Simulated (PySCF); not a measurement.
**Potential energy of SrSn⁻ along the bond**

Set-up: PySCF, scalar-relativistic core potentials, basis sets Sr def2-SVPD with ECP28, Sn def2-SVPD with ECP28. Energies in eV from Sr + Sn⁻ in their ground configurations at the same level. All curves are PBE0. state 1: ⁴Σ⁻ (quartet), unpaired electrons σ ↑, π ↑↑; state 2: Ms = 0.5 determinant of mixed spin (⟨S²⟩ near 1.8), unpaired electrons σ ↓, π ↑↑, a second solution, started from another occupation; state 3: Ms = 0.5 determinant of mixed spin (⟨S²⟩ near 1.8), unpaired electrons σ ↑, π ↑↓, a mixture of terms (⟨Lz²⟩ = 2.0), a second solution, started from another occupation.

| R (Å) | state 1 | state 2 | state 3 |
| --- | --- | --- | --- |
| 2.893 | -0.950 | -0.712 | -0.5908 |
| 3.028 | -1.155 | -0.909 | -0.7945 |
| 3.162 | -1.262 | -1.002 | -0.8962 |
| 3.263 | -1.297 | -1.024 | -0.9255 |
| 3.364 | -1.305 | -1.017 | -0.9264 |
| 3.465 | -1.293 | -0.989 | -0.9068 |
| 3.599 | -1.257 | -0.931 | -0.8592 |
| 3.768 | -1.191 | -0.840 | -0.7799 |
| 3.970 | -1.098 | -0.720 | -0.6726 |
| 4.239 | -0.969 | -0.566 | -0.5293 |

Task: Put a parabola through the three lowest points of the state 1 curve and estimate Re, k and ωe (reduced mass 50.72 u; 1 eV/Å² = 0.16022 mdyn/Å; ωe = 1302.8·√(k/μ) cm⁻¹).

Result: Through R = 3.263, 3.364, 3.465 Å the second-order coefficient is 0.980 eV/Å², so Re ≈ 3.354 Å, k ≈ 0.314 mdyn/Å and ωe ≈ 103 cm⁻¹. A polynomial fit of higher order to the unrounded PBE0 energies gives Re = 3.349 Å, k = 0.323 mdyn/Å, ωe = 104 cm⁻¹; anharmonicity and rounding make the difference.

The higher-order fit for each curve: state 1: Re = 3.349 Å, ωe = 104 cm⁻¹, De = 1.30 eV; state 2: Re = 3.285 Å, ωe = 119 cm⁻¹, minimum 1.02 eV below the ground-state fragments; state 3: Re = 3.316 Å, ωe = 112 cm⁻¹, minimum 0.93 eV below the ground-state fragments.

Spin–orbit coupling is left out, which matters for elements this heavy, above all for dissociation energies. For an ion De counts to the pair picked by the measured ionisation energies or electron affinities, which need not be the lowest pair at this level. The highest Kohn–Sham level is positive in this anion. Much of that is self-interaction error, but it also means that the finite basis helps to hold the extra electron. The state was picked by a PBE0 search and need not be the measured ground state.
